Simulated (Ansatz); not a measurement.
Ansatz results at the PBE0-D4/def2-TZVP geometry: HOMO–LUMO gap (ωB97M-V/def2-TZVPP) 9.46 eV; HOMO–LUMO gap (B3LYP/def2-TZVPP) 5.01 eV; LUMO energy (B3LYP/def2-TZVPP) -2.10 eV.

Each molecule was computed in one conformer, which needn't be the lowest.

Question: Which molecule gave them?
A. `BC(=O)OC`
B. `FB1OC=CO1`
C. `B[Se][CH2][AlH][SH]`
D. `CC1[CH2][AlH][SiH2]1`

Answer: C. The others give `CC1[CH2][AlH][SiH2]1`: 8.52, 4.55, -1.90; `FB1OC=CO1`: 11.63, 7.11, 0.11; `BC(=O)OC`: 10.58, 5.79, -2.06.

B3LYP here is the variant with VWN-RPA as its local correlation; programs differ in this.
